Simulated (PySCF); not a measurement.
Successive ionisation energies of one element at GMP2 (screened spin-orbit), starting from the ion with 31 electrons. Calculated with PySCF 2.14, two-component X2C-1e (Gaussian nucleus, no Breit or QED terms), each ion in its own even-tempered basis; GMP2 freezes the deep shells of the larger ions and drops the highest virtual spinors; eV.

1756.1, 1879.4, 1932.7, 3300.8, 3411.5, 3529.7, 3655.3, 3776.4, 3896.5, 4078.0, 4201.6, 4336.5

**Question.** Which element is it?

**Answer.** Thulium (Tm, Z = 69); the list starts at Tm³⁸⁺. The hydrogenic estimate 13.606 eV × (q + 1)²/n² with q = 38 and n = 4 gives 1293.4 eV for the first entry, a lower bound because the other electrons screen the nucleus only in part.
